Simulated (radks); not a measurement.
Results of a calculation; reference values are marked as such.
Problem. Radial electron density D(r) = 4 pi r^2 rho(r) of an atom or ion with 25 electrons. Code: a radial shooting solver on a logarithmic mesh with Libxc functionals. Model: Dirac Kohn-Sham, LDA (Slater exchange, Perdew-Wang correlation), spin-unpolarised, spherical densities, point nucleus.

| r (bohr) | D(r) (e/bohr) |
|---|---|
| 0.003417 | 1.803 |
| 0.004343 | 2.746 |
| 0.005566 | 4.181 |
| 0.007075 | 6.171 |
| 0.008995 | 8.909 |
| 0.01153 | 12.64 |
| 0.01465 | 17.12 |
| 0.01863 | 22.16 |
| 0.02387 | 27.29 |
| 0.03035 | 31.12 |
| 0.03858 | 32.71 |
| 0.04943 | 31.43 |
| 0.06284 | 28.28 |
| 0.07989 | 25.80 |
| 0.1024 | 26.90 |
| 0.1301 | 31.73 |
| 0.1654 | 36.20 |
| 0.212 | 34.59 |
| 0.2695 | 26.14 |
| 0.3454 | 17.01 |
| 0.4391 | 14.66 |
| 0.5582 | 17.37 |
| 0.7153 | 18.17 |
| 0.9093 | 14.03 |
| 1.156 | 8.107 |
| 1.481 | 3.594 |
| 1.883 | 1.368 |
| 2.394 | 0.4369 |
| 3.068 | 0.09997 |
| 3.9 | 0.01530 |

What is the nuclear charge?

Solution. Z = 27. The innermost maximum, from 1s, lies near gamma/Z bohr with gamma = sqrt(1 - (Z/c)^2) = 0.980, here 0.0363 bohr (found: 0.0392), and its height grows with Z. The density is that of the cobalt ion Co2+ in [Ar] 3d7; the configuration itself is not fixed sharply by these data, and Z only to about a unit. D(r) has 3 maxima, at r = 0.0392, 0.179, 0.660 bohr, and minima at 0.0852, 0.418 bohr, inside which lie 2.11, 10.74 electrons.
